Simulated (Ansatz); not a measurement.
Born–Oppenheimer molecular dynamics of C2H8BNO (13 atoms, charge 0, multiplicity 1). It starts from a relaxed structure.

Method: RKS PBE-D4/STO-3G in Ansatz 0.2.0.

```yaml
ensemble: NVE (velocity Verlet)
time_step: 0.5 fs
steps_asked: 500
starting_velocities_drawn_for: 100 K
seed: 811086
```

Frames 0.5 fs apart, positions in Å.

Velocities at 30.0 fs (Å/ps):

```
B 0.28 -1.49 -1.72
O 0.30 0.81 -0.27
C 0.47 0.58 -0.49
N -0.36 -0.35 1.84
C -1.43 1.67 0.20
H 5.36 -3.79 4.26
H 0.23 -10.99 1.58
H -13.98 0.10 -11.58
H -5.69 -1.42 3.30
H 0.12 1.99 -2.53
H 11.31 -19.96 -13.06
H 1.65 0.80 9.49
H 9.69 14.44 8.91
```

```xyz
13
Properties=species:S:1:pos:R:3 time_fs=30.0 energy_less_start_eV=0.042 T=71
B -0.163 1.433 1.517
O -1.140 0.676 0.947
C -0.928 0.324 -0.493
N -0.482 -1.119 -0.593
C 1.025 -1.244 -0.393
H 0.763 1.793 0.891
H -0.358 1.717 2.663
H -1.920 0.391 -0.995
H -0.221 1.073 -0.943
H -0.636 -1.352 -1.633
H 1.296 -2.299 -0.591
H 1.601 -0.580 -1.041
H 1.244 -1.018 0.658
13
Properties=species:S:1:pos:R:3 time_fs=30.5 energy_less_start_eV=0.042 T=71
B -0.163 1.433 1.516
O -1.140 0.677 0.947
C -0.927 0.324 -0.494
N -0.482 -1.120 -0.592
C 1.024 -1.243 -0.393
H 0.766 1.791 0.894
H -0.357 1.711 2.663
H -1.927 0.391 -1.001
H -0.224 1.073 -0.941
H -0.636 -1.351 -1.634
H 1.302 -2.309 -0.598
H 1.603 -0.579 -1.037
H 1.249 -1.010 0.663
13
Properties=species:S:1:pos:R:3 time_fs=31.0 energy_less_start_eV=0.051 T=65
B -0.163 1.432 1.515
O -1.140 0.677 0.946
C -0.927 0.325 -0.494
N -0.482 -1.120 -0.591
C 1.023 -1.242 -0.392
H 0.770 1.790 0.896
H -0.356 1.705 2.662
H -1.934 0.391 -1.007
H -0.226 1.072 -0.940
H -0.636 -1.350 -1.634
H 1.308 -2.317 -0.604
H 1.606 -0.577 -1.034
H 1.254 -1.003 0.668
13
Properties=species:S:1:pos:R:3 time_fs=31.5 energy_less_start_eV=0.063 T=56
B -0.163 1.431 1.515
O -1.140 0.678 0.946
C -0.927 0.325 -0.494
N -0.482 -1.120 -0.591
C 1.022 -1.242 -0.392
H 0.774 1.789 0.898
H -0.355 1.699 2.661
H -1.940 0.392 -1.012
H -0.228 1.072 -0.939
H -0.636 -1.348 -1.633
H 1.313 -2.324 -0.610
H 1.610 -0.573 -1.032
H 1.260 -0.996 0.673
13
Properties=species:S:1:pos:R:3 time_fs=32.0 energy_less_start_eV=0.075 T=48
B -0.163 1.430 1.514
O -1.140 0.678 0.946
C -0.927 0.325 -0.494
N -0.482 -1.120 -0.590
C 1.021 -1.242 -0.392
H 0.779 1.789 0.900
H -0.353 1.693 2.658
H -1.944 0.392 -1.016
H -0.229 1.072 -0.939
H -0.636 -1.347 -1.631
H 1.318 -2.328 -0.615
H 1.615 -0.569 -1.032
H 1.265 -0.989 0.678
13
Properties=species:S:1:pos:R:3 time_fs=32.5 energy_less_start_eV=0.084 T=42
B -0.163 1.429 1.514
O -1.140 0.678 0.946
C -0.927 0.325 -0.495
N -0.483 -1.121 -0.589
C 1.020 -1.242 -0.391
H 0.784 1.788 0.903
H -0.351 1.687 2.655
H -1.947 0.392 -1.019
H -0.229 1.073 -0.939
H -0.636 -1.346 -1.629
H 1.321 -2.329 -0.619
H 1.621 -0.564 -1.032
H 1.270 -0.983 0.681
13
Properties=species:S:1:pos:R:3 time_fs=33.0 energy_less_start_eV=0.087 T=40
B -0.163 1.429 1.514
O -1.139 0.678 0.946
C -0.928 0.325 -0.495
N -0.483 -1.121 -0.589
C 1.019 -1.242 -0.391
H 0.789 1.789 0.905
H -0.349 1.681 2.652
H -1.947 0.392 -1.020
H -0.229 1.074 -0.940
H -0.636 -1.345 -1.626
H 1.324 -2.327 -0.622
H 1.627 -0.558 -1.033
H 1.275 -0.978 0.682
13
Properties=species:S:1:pos:R:3 time_fs=33.5 energy_less_start_eV=0.083 T=42
B -0.163 1.428 1.513
O -1.139 0.679 0.945
C -0.928 0.325 -0.496
N -0.483 -1.121 -0.588
C 1.018 -1.243 -0.390
H 0.793 1.789 0.908
H -0.346 1.675 2.649
H -1.946 0.393 -1.021
H -0.228 1.075 -0.942
H -0.636 -1.344 -1.623
H 1.326 -2.321 -0.624
H 1.633 -0.553 -1.035
H 1.279 -0.974 0.682
13
Properties=species:S:1:pos:R:3 time_fs=34.0 energy_less_start_eV=0.076 T=47
B -0.163 1.427 1.513
O -1.139 0.679 0.945
C -0.929 0.326 -0.496
N -0.484 -1.121 -0.587
C 1.018 -1.243 -0.389
H 0.798 1.789 0.912
H -0.343 1.669 2.646
H -1.942 0.393 -1.020
H -0.227 1.077 -0.943
H -0.637 -1.343 -1.619
H 1.327 -2.313 -0.625
H 1.638 -0.548 -1.036
H 1.282 -0.971 0.680
13
Properties=species:S:1:pos:R:3 time_fs=34.5 energy_less_start_eV=0.068 T=53
B -0.163 1.427 1.513
O -1.139 0.679 0.944
C -0.930 0.326 -0.497
N -0.484 -1.122 -0.587
C 1.017 -1.244 -0.388
H 0.802 1.790 0.915
H -0.340 1.664 2.643
H -1.937 0.393 -1.018
H -0.225 1.079 -0.945
H -0.637 -1.343 -1.616
H 1.328 -2.302 -0.625
H 1.642 -0.544 -1.037
H 1.284 -0.969 0.676
13
Properties=species:S:1:pos:R:3 time_fs=35.0 energy_less_start_eV=0.062 T=57
B -0.163 1.426 1.512
O -1.139 0.679 0.944
C -0.931 0.326 -0.498
N -0.484 -1.122 -0.586
C 1.017 -1.244 -0.387
H 0.805 1.790 0.919
H -0.337 1.659 2.642
H -1.931 0.393 -1.015
H -0.222 1.080 -0.948
H -0.638 -1.343 -1.614
H 1.327 -2.290 -0.624
H 1.645 -0.542 -1.037
H 1.286 -0.969 0.670
13
Properties=species:S:1:pos:R:3 time_fs=35.5 energy_less_start_eV=0.062 T=57
B -0.163 1.425 1.512
O -1.140 0.679 0.944
C -0.933 0.326 -0.498
N -0.484 -1.122 -0.586
C 1.017 -1.244 -0.387
H 0.808 1.791 0.923
H -0.333 1.654 2.642
H -1.924 0.394 -1.012
H -0.220 1.081 -0.950
H -0.639 -1.343 -1.612
H 1.327 -2.277 -0.623
H 1.647 -0.540 -1.036
H 1.287 -0.969 0.664
```

Of the whole run (250 fs, mean temperature of the second half 52 K): The conserved energy stayed within 0.16 meV per atom of its start (net change 0.094 meV per atom), so the integration is sound. The temperature averaged 0.52 of the 100 K drawn at the start: a run that starts near a minimum puts about half its kinetic energy into the potential. A run of 0.25 ps of so small a system gives no equilibrium averages. Limits of this set-up: minimal basis.

The run took 7.1 min on 1 CPU thread of a shared host.
